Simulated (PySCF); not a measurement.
PySCF input file for Al(F)(H)(SH) (AlFH₂S), SMILES [F][AlH][SH], ωB97X-D3(BJ)/def2-TZVP. 

```python
import numpy as np
from pyscf import gto, scf, dft
from pyscf.geomopt import geometric_solver

mol = gto.M(
    atom='''
    Al   -0.45125372    0.58652458    0.00000000
    F     0.53456254    1.90119412   -0.00000000
    H    -1.93187624    0.89785105   -0.00000000
    S     0.24930929   -1.48124192   -0.00000000
    H    -1.00183690   -1.93354705    0.00000000
    ''',
    basis='def2-TZVP',
    charge=0,
    spin=0,
    max_memory=1600,
    verbose=3,
)
mf = dft.RKS(mol, xc='wb97x-d3bj').density_fit(auxbasis='def2-universal-jkfit')
mf.grids.level = 3
mf.conv_tol = 1e-9
mf.max_cycle = 100
mf.kernel()
grad = mf.nuc_grad_method()
grad.grid_response = mol.nao <= 150
conv, mol_eq = geometric_solver.kernel(grad, convergence_set='GAU_TIGHT', maxsteps=100)
print(mol_eq.tostring(format='xyz'))
mf.reset(mol_eq)
mf.kernel()
```

Program output:

```
converged SCF energy = -741.890167628994
[banner and settings of the optimiser left out]
Geometry optimization cycle 1
Cartesian coordinates (Angstrom)
 Atom        New coordinates             dX        dY        dZ
  Al  -0.451254   0.586525   0.000000    0.000000  0.000000  0.000000
   F   0.534563   1.901194   0.000000   -0.000000  0.000000  0.000000
   H  -1.931876   0.897851   0.000000    0.000000  0.000000  0.000000
   S   0.249309  -1.481242   0.000000    0.000000  0.000000  0.000000
   H  -1.001837  -1.933547   0.000000    0.000000  0.000000  0.000000

WARN: Mole.unit (angstrom) is changed to Bohr

converged SCF energy = -741.890167629002
--------------- DFRKS_Scanner gradients ---------------
         x                y                z
0 Al    -0.0079269228     0.0089691315     0.0000000000
1 F    -0.0073413831     0.0000548407    -0.0000000000
2 H     0.0170761647    -0.0020782894     0.0000000000
3 S    -0.0076616734    -0.0081534042    -0.0000000000
4 H     0.0058538319     0.0012077232     0.0000000000
----------------------------------------------
cycle 1: E = -741.890167629  dE = -741.89  norm(grad) = 0.0255734
Step    0 : Gradient = 1.144e-02/1.720e-02 (rms/max) Energy = -741.8901676290
Hessian Eigenvalues: 2.30000e-02 3.15788e-02 5.00000e-02 ... 2.50000e-01 2.72060e-01 4.36922e-01

Geometry optimization cycle 2
Cartesian coordinates (Angstrom)
 Atom        New coordinates             dX        dY        dZ
  Al  -0.461706   0.599011  -0.000000   -0.010452  0.012486 -0.000000
   F   0.602842   1.857706  -0.000000    0.068279 -0.043488 -0.000000
   H  -2.008756   0.858291   0.000000   -0.076879 -0.039560  0.000000
   S   0.263943  -1.443169   0.000000    0.014634  0.038073  0.000000
   H  -0.997419  -1.901058  -0.000000    0.004418  0.032489 -0.000000
converged SCF energy = -741.892000451857
--------------- DFRKS_Scanner gradients ---------------
         x                y                z
0 Al     0.0038376664     0.0032867319    -0.0000000000
[...]
cycle 6: E = -741.892380183  dE = -1.42018e-06  norm(grad) = 0.00013169
Step    5 : Displace = 2.233e-03/4.124e-03 (rms/max) Trust = 3.000e-01 (+) Grad = 5.889e-05/1.099e-04 (rms/max) E (change) = -741.8923801835 (-1.420e-06) Quality = 1.123
Hessian Eigenvalues: 2.30000e-02 3.15788e-02 3.78177e-02 ... 2.30212e-01 2.72208e-01 4.33925e-01

Geometry optimization cycle 7
Cartesian coordinates (Angstrom)
 Atom        New coordinates             dX        dY        dZ
  Al  -0.500697   0.595351   0.000000    0.000494  0.000249 -0.000000
   F   0.620666   1.807487  -0.000000    0.001265 -0.000579 -0.000000
   H  -2.026959   0.944353   0.000000    0.000576  0.000872  0.000000
   S   0.269973  -1.425032   0.000000   -0.001117 -0.000430  0.000000
   H  -0.964077  -1.951376   0.000000   -0.001218 -0.000111  0.000000
converged SCF energy = -741.892380368288
--------------- DFRKS_Scanner gradients ---------------
         x                y                z
0 Al    -0.0000371629     0.0000284860     0.0000000000
1 F    -0.0000076346     0.0000138912    -0.0000000000
2 H     0.0000077353    -0.0000182333    -0.0000000000
3 S     0.0000078889    -0.0000115928     0.0000000000
4 H     0.0000291699    -0.0000125521    -0.0000000000
----------------------------------------------
cycle 7: E = -741.892380368  dE = -1.84809e-07  norm(grad) = 6.357e-05
Step    6 : Displace = 2.565e-04/3.927e-04 (rms/max) Trust = 3.000e-01 (=) Grad = 2.843e-05/4.682e-05 (rms/max) E (change) = -741.8923803683 (-1.848e-07) Quality = 1.685
Hessian Eigenvalues: 8.38817e-03 2.30000e-02 3.15788e-02 ... 2.55406e-01 2.73124e-01 4.45182e-01

Geometry optimization cycle 8
Cartesian coordinates (Angstrom)
 Atom        New coordinates             dX        dY        dZ
  Al  -0.498777   0.595746  -0.000000    0.001920  0.000395 -0.000000
   F   0.625746   1.804672   0.000000    0.005080 -0.002815  0.000000
   H  -2.024420   0.948216   0.000000    0.002540  0.003863  0.000000
   S   0.265716  -1.427027   0.000000   -0.004256 -0.001995 -0.000000
   H  -0.969360  -1.950823   0.000000   -0.005283  0.000553  0.000000
converged SCF energy = -741.892380906533
--------------- DFRKS_Scanner gradients ---------------
         x                y                z
0 Al     0.0001349447     0.0001521621    -0.0000000000
1 F    -0.0000782934    -0.0000588024     0.0000000000
2 H    -0.0000442158    -0.0000386343     0.0000000000
3 S    -0.0000720778    -0.0000038628     0.0000000000
4 H     0.0000596255    -0.0000508598     0.0000000000
----------------------------------------------
cycle 8: E = -741.892380907  dE = -5.38245e-07  norm(grad) = 0.000256419
Step    7 : Displace = 4.611e-04/6.568e-04 (rms/max) Trust = 3.000e-01 (=) Grad = 1.147e-04/2.034e-04 (rms/max) E (change) = -741.8923809065 (-5.382e-07) Quality = 1.582
Hessian Eigenvalues: 2.59361e-03 2.30000e-02 3.15788e-02 ... 2.71619e-01 2.97827e-01 5.06121e-01

Geometry optimization cycle 9
Cartesian coordinates (Angstrom)
 Atom        New coordinates             dX        dY        dZ
  Al  -0.494454   0.596057   0.000000    0.004323  0.000311  0.000000
   F   0.637665   1.797526  -0.000000    0.011919 -0.007146 -0.000000
   H  -2.018174   0.957683   0.000000    0.006246  0.009467  0.000000
   S   0.255970  -1.431982   0.000000   -0.009746 -0.004955  0.000000
   H  -0.982101  -1.948497   0.000000   -0.012740  0.002326  0.000000
converged SCF energy = -741.89238191163
--------------- DFRKS_Scanner gradients ---------------
         x                y                z
0 Al     0.0003486890     0.0002855551    -0.0000000000
1 F    -0.0001655922    -0.0001503796     0.0000000000
2 H    -0.0001072934    -0.0000590149     0.0000000000
3 S    -0.0001709528     0.0000163388    -0.0000000000
4 H     0.0000951629    -0.0000924987     0.0000000000
----------------------------------------------
cycle 9: E = -741.892381912  dE = -1.0051e-06  norm(grad) = 0.000561479
Step    8 : Displace = 5.065e-04/6.475e-04 (rms/max) Trust = 3.000e-01 (=) Grad = 2.511e-04/4.507e-04 (rms/max) E (change) = -741.8923819116 (-1.005e-06) Quality = 1.562
Hessian Eigenvalues: 1.06744e-03 2.30000e-02 3.15788e-02 ... 2.71697e-01 3.04350e-01 5.46732e-01

Geometry optimization cycle 10
Cartesian coordinates (Angstrom)
 Atom        New coordinates             dX        dY        dZ
  Al  -0.486473   0.595898   0.000000    0.007981 -0.000159  0.000000
   F   0.660087   1.783326  -0.000000    0.022422 -0.014200 -0.000000
   H  -2.005877   0.975951   0.000000    0.012297  0.018267  0.000000
   S   0.237750  -1.441610   0.000000   -0.018221 -0.009628  0.000000
   H  -1.006582  -1.942770   0.000000   -0.024482  0.005727  0.000000
converged SCF energy = -741.892383499298
--------------- DFRKS_Scanner gradients ---------------
         x                y                z
0 Al     0.0005139780     0.0003712057    -0.0000000000
1 F    -0.0002311461    -0.0002227228     0.0000000000
2 H    -0.0001548120    -0.0000668949     0.0000000000
3 S    -0.0002403397     0.0000380094     0.0000000000
4 H     0.0001123216    -0.0001195945     0.0000000000
----------------------------------------------
cycle 10: E = -741.892383499  dE = -1.58767e-06  norm(grad) = 0.000787127
Step    9 : Displace = 3.993e-04/4.990e-04 (rms/max) Trust = 3.000e-01 (=) Grad = 3.520e-04/6.340e-04 (rms/max) E (change) = -741.8923834993 (-1.588e-06) Quality = 1.456
Hessian Eigenvalues: 7.15046e-04 2.30000e-02 3.15788e-02 ... 2.71057e-01 2.82352e-01 5.08057e-01

Geometry optimization cycle 11
Cartesian coordinates (Angstrom)
 Atom        New coordinates             dX        dY        dZ
  Al  -0.478725   0.594939  -0.000000    0.007749 -0.000959 -0.000000
   F   0.682134   1.768554  -0.000000    0.022046 -0.014772 -0.000000
   H  -1.993079   0.994341   0.000000    0.012799  0.018391  0.000000
   S   0.219836  -1.451429  -0.000000   -0.017914 -0.009819 -0.000000
   H  -1.031265  -1.935603   0.000000   -0.024683  0.007166  0.000000
converged SCF energy = -741.892384927247
--------------- DFRKS_Scanner gradients ---------------
         x                y                z
0 Al     0.0004293666     0.0002841230    -0.0000000000
1 F    -0.0001897354    -0.0001851384     0.0000000000
2 H    -0.0001270150    -0.0000453942    -0.0000000000
3 S    -0.0001919787     0.0000383095    -0.0000000000
4 H     0.0000793588    -0.0000918954     0.0000000000
----------------------------------------------
cycle 11: E = -741.892384927  dE = -1.42795e-06  norm(grad) = 0.000637665
Step   10 : Displace = 5.882e-04/9.332e-04 (rms/max) Trust = 3.000e-01 (=) Grad = 2.852e-04/5.149e-04 (rms/max) E (change) = -741.8923849272 (-1.428e-06) Quality = 1.360
Hessian Eigenvalues: 7.77782e-04 2.30000e-02 3.15788e-02 ... 2.35977e-01 2.72202e-01 4.38096e-01

Geometry optimization cycle 12
Cartesian coordinates (Angstrom)
 Atom        New coordinates             dX        dY        dZ
  Al  -0.476162   0.593923   0.000000    0.002563 -0.001016  0.000000
   F   0.689916   1.762831  -0.000000    0.007783 -0.005723 -0.000000
   H  -1.988129   1.001253   0.000000    0.004950  0.006911  0.000000
   S   0.213702  -1.455321   0.000000   -0.006134 -0.003892  0.000000
   H  -1.040429  -1.931880   0.000000   -0.009164  0.003723 -0.000000
converged SCF energy = -741.89238562403
--------------- DFRKS_Scanner gradients ---------------
         x                y                z
0 Al     0.0001573678     0.0000911574     0.0000000000
1 F    -0.0000702830    -0.0000654543     0.0000000000
2 H    -0.0000444316    -0.0000123499    -0.0000000000
3 S    -0.0000655874     0.0000155846    -0.0000000000
4 H     0.0000229326    -0.0000289251     0.0000000000
----------------------------------------------
cycle 12: E = -741.892385624  dE = -6.96783e-07  norm(grad) = 0.000224348
Step   11 : Displace = 8.239e-04/1.331e-03 (rms/max) Trust = 3.000e-01 (=) Grad = 1.003e-04/1.819e-04 (rms/max) E (change) = -741.8923856240 (-6.968e-07) Quality = 1.248
Hessian Eigenvalues: 8.99686e-04 2.30000e-02 3.15788e-02 ... 2.31333e-01 2.72120e-01 4.14269e-01

Geometry optimization cycle 13
Cartesian coordinates (Angstrom)
 Atom        New coordinates             dX        dY        dZ
  Al  -0.477058   0.593662   0.000000   -0.000896 -0.000260  0.000000
   F   0.687901   1.763933  -0.000000   -0.002016  0.001102 -0.000000
   H  -1.989188   0.999846   0.000000   -0.001059 -0.001406  0.000000
   S   0.215557  -1.454641   0.000000    0.001856  0.000680  0.000000
   H  -1.038313  -1.931997   0.000000    0.002116 -0.000117 -0.000000
converged SCF energy = -741.892385715125
--------------- DFRKS_Scanner gradients ---------------
         x                y                z
0 Al     0.0000130183     0.0000043621     0.0000000000
1 F    -0.0000065975    -0.0000053729    -0.0000000000
2 H    -0.0000028722    -0.0000003164     0.0000000000
3 S    -0.0000045527     0.0000027359    -0.0000000000
4 H     0.0000009773    -0.0000014022     0.0000000000
----------------------------------------------
cycle 13: E = -741.892385715  dE = -9.1095e-08  norm(grad) = 1.73315e-05
Step   12 : Displace = 3.276e-04/4.440e-04 (rms/max) Trust = 3.000e-01 (=) Grad = 7.751e-06/1.373e-05 (rms/max) E (change) = -741.8923857151 (-9.109e-08) Quality = 1.070
Hessian Eigenvalues: 8.80748e-04 2.30000e-02 3.15788e-02 ... 2.31980e-01 2.72108e-01 4.09974e-01

Geometry optimization cycle 14
Cartesian coordinates (Angstrom)
 Atom        New coordinates             dX        dY        dZ
  Al  -0.477221   0.593662   0.000000   -0.000163  0.000000 -0.000000
   F   0.687515   1.764176  -0.000000   -0.000386  0.000243  0.000000
   H  -1.989421   0.999547   0.000000   -0.000232 -0.000299 -0.000000
   S   0.215898  -1.454477   0.000000    0.000340  0.000164 -0.000000
   H  -1.037871  -1.932106   0.000000    0.000442 -0.000108 -0.000000
converged SCF energy = -741.892385715924
--------------- DFRKS_Scanner gradients ---------------
         x                y                z
0 Al     0.0000003053     0.0000000289    -0.0000000000
1 F    -0.0000004741    -0.0000001632    -0.0000000000
2 H     0.0000000158    -0.0000000148     0.0000000000
3 S     0.0000001301     0.0000001927    -0.0000000000
4 H     0.0000000457    -0.0000000547     0.0000000000
----------------------------------------------
cycle 14: E = -741.892385716  dE = -7.98991e-10  norm(grad) = 6.36439e-07
Step   13 : Displace = 2.485e-05/3.170e-05 (rms/max) Trust = 3.000e-01 (=) Grad = 2.846e-07/5.014e-07 (rms/max) E (change) = -741.8923857159 (-7.990e-10) Quality = 1.332
Hessian Eigenvalues: 8.80748e-04 2.30000e-02 3.15788e-02 ... 2.31980e-01 2.72108e-01 4.09974e-01
Converged! =D

5
XYZ from PySCF
Al         -0.47722118        0.59366249        0.00000000
F           0.68751504        1.76417613       -0.00000000
H          -1.98942081        0.99954737        0.00000000
S           0.21589774       -1.45447703        0.00000000
H          -1.03787128       -1.93210569        0.00000000
converged SCF energy = -741.89238571593
```

The run converged.

Cost: very roughly 100 core-seconds.
